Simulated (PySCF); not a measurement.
SMILES s1c(-c2sccc2C#N)ncc1 (C8H4N2S2), GFN2-xTB optimised geometry.

```
16

N     -0.14    -3.13     0.00
C      0.44    -2.14     0.00
C      1.19    -0.96     0.00
C      2.61    -0.96     0.00
C      3.13     0.30     0.00
S      1.92     1.52     0.00
C      0.66     0.32     0.00
C     -0.70     0.74     0.00
N     -1.05     1.99     0.00
C     -2.38     2.14     0.00
C     -3.10     0.98     0.00
S     -2.05    -0.38     0.00
H      3.20    -1.86     0.00
H      4.16     0.58     0.00
H     -2.80     3.13     0.00
H     -4.16     0.85     0.00
```

Density from PBE0/def2-TZVP in PySCF 2.14.0 at that geometry.

Minimum of the electron density along straight lines between bonded atoms, close to the bond critical point (lines longer than 1.1 times the sum of covalent radii, or with two minima, are not listed):

```json
[
 {"bond": "N1–C2", "length / Å": "1.147", "ρ at the minimum / e bohr⁻³": "0.499", "∇²ρ there / e bohr⁻⁵": "-0.06", "position (fraction from the first atom)": "0.66"},
 {"bond": "C2–C3", "length / Å": "1.404", "ρ at the minimum / e bohr⁻³": "0.299", "∇²ρ there / e bohr⁻⁵": "-0.90", "position (fraction from the first atom)": "0.54"},
 {"bond": "C3–C4", "length / Å": "1.419", "ρ at the minimum / e bohr⁻³": "0.299", "∇²ρ there / e bohr⁻⁵": "-0.84", "position (fraction from the first atom)": "0.51"},
 {"bond": "C4–C5", "length / Å": "1.356", "ρ at the minimum / e bohr⁻³": "0.336", "∇²ρ there / e bohr⁻⁵": "-1.00", "position (fraction from the first atom)": "0.49"},
 {"bond": "C5–S6", "length / Å": "1.720", "ρ at the minimum / e bohr⁻³": "0.218", "∇²ρ there / e bohr⁻⁵": "-0.46", "position (fraction from the first atom)": "0.48"},
 {"bond": "C3–C7", "length / Å": "1.386", "ρ at the minimum / e bohr⁻³": "0.317", "∇²ρ there / e bohr⁻⁵": "-0.90", "position (fraction from the first atom)": "0.49"},
 {"bond": "S6–C7", "length / Å": "1.731", "ρ at the minimum / e bohr⁻³": "0.213", "∇²ρ there / e bohr⁻⁵": "-0.44", "position (fraction from the first atom)": "0.51"},
 {"bond": "C7–C8", "length / Å": "1.423", "ρ at the minimum / e bohr⁻³": "0.301", "∇²ρ there / e bohr⁻⁵": "-0.89", "position (fraction from the first atom)": "0.50"},
 {"bond": "C8–N9", "length / Å": "1.296", "ρ at the minimum / e bohr⁻³": "0.380", "∇²ρ there / e bohr⁻⁵": "-1.21", "position (fraction from the first atom)": "0.36"},
 {"bond": "N9–C10", "length / Å": "1.342", "ρ at the minimum / e bohr⁻³": "0.341", "∇²ρ there / e bohr⁻⁵": "-1.08", "position (fraction from the first atom)": "0.64"},
 {"bond": "C10–C11", "length / Å": "1.363", "ρ at the minimum / e bohr⁻³": "0.332", "∇²ρ there / e bohr⁻⁵": "-0.98", "position (fraction from the first atom)": "0.49"},
 {"bond": "C8–S12", "length / Å": "1.762", "ρ at the minimum / e bohr⁻³": "0.201", "∇²ρ there / e bohr⁻⁵": "-0.37", "position (fraction from the first atom)": "0.48"},
 {"bond": "C11–S12", "length / Å": "1.716", "ρ at the minimum / e bohr⁻³": "0.218", "∇²ρ there / e bohr⁻⁵": "-0.46", "position (fraction from the first atom)": "0.48"},
 {"bond": "C4–H13", "length / Å": "1.075", "ρ at the minimum / e bohr⁻³": "0.290", "∇²ρ there / e bohr⁻⁵": "-1.06", "position (fraction from the first atom)": "0.65"},
 {"bond": "C5–H14", "length / Å": "1.072", "ρ at the minimum / e bohr⁻³": "0.292", "∇²ρ there / e bohr⁻⁵": "-1.07", "position (fraction from the first atom)": "0.65"},
 {"bond": "C10–H15", "length / Å": "1.075", "ρ at the minimum / e bohr⁻³": "0.294", "∇²ρ there / e bohr⁻⁵": "-1.09", "position (fraction from the first atom)": "0.65"},
 {"bond": "C11–H16", "length / Å": "1.071", "ρ at the minimum / e bohr⁻³": "0.292", "∇²ρ there / e bohr⁻⁵": "-1.07", "position (fraction from the first atom)": "0.65"}
]
```
